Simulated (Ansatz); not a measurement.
Geometry optimisation, RKS PBE/def2-SVP (Ansatz).

Input:

```yaml
crystal:
  periodic: [false, false, false]
  atoms:
    - { symbol: Ge, position_ang: [0.132024, -0.507858, -0.259907] }
    - { symbol: O, position_ang: [0.529364, 0.560653, 2.469912] }
    - { symbol: H, position_ang: [-0.43322, 0.729206, 2.482412] }
    - { symbol: F, position_ang: [1.47499, 0.514563, -0.596481] }
    - { symbol: F, position_ang: [-1.276034, 0.402643, 0.179068] }
    - { symbol: F, position_ang: [-0.278036, -1.278662, -1.763726] }
    - { symbol: O, position_ang: [0.469126, -1.818158, 0.87442] }
    - { symbol: Si, position_ang: [0.329002, -3.494703, 0.562899] }
    - { symbol: H, position_ang: [1.257365, -3.917649, -0.536541] }
    - { symbol: H, position_ang: [0.709789, -4.150995, 1.855058] }
    - { symbol: H, position_ang: [-1.087264, -3.833513, 0.199422] }
    - { symbol: H, position_ang: [0.573894, -0.423027, 2.585764] }
basis:
  gaussian: { orbitals: def2-SVP }
hamiltonian:
  xc: pbe
relax:
  f_tol: 0.03
  max_steps: 50
output:
  orbitals: {}
```

Launched with:

```bash
$ ansatz run input.yaml --threads 4 --pin off --max-ram 5120MiB --backend cpu --events-out ev --progress --plain --runs-dir out
```

Problem. Where does it end, and by what steps?

Solution. It converged. After 8 steps the energy has fallen by 0.263 eV; O2 moved furthest, 0.46 Å. Joined: Ge1–O2 (2.96 → 2.22 Å).

```csv
step,energy less start (eV),largest force component (eV/Å),accepted
0,0.0000,0.692,yes
1,-0.0545,0.953,yes
2,-0.1473,0.933,yes
3,-0.2191,0.775,yes
4,-0.2431,0.726,yes
5,-0.2592,0.100,yes
6,-0.2624,0.033,yes
7,-0.2633,0.044,yes
8,-0.2635,0.027,yes
```

```xyz
12
Properties=species:S:1:pos:R:3
Ge 0.140 -0.464 0.043
O 0.520 0.483 2.018
H -0.367 0.849 2.218
F 1.481 0.501 -0.483
F -1.363 0.410 0.279
F -0.252 -1.292 -1.457
O 0.423 -1.890 1.076
Si 0.324 -3.509 0.540
H 1.309 -3.783 -0.557
H 0.674 -4.322 1.753
H -1.069 -3.846 0.096
H 0.579 -0.356 2.527
```

Whether the end is a true minimum wasn't checked by a vibrational analysis.

Time of the run: 23 s on 4 threads of Arm Neoverse V1, on a shared host, peak memory 0.22 GiB.
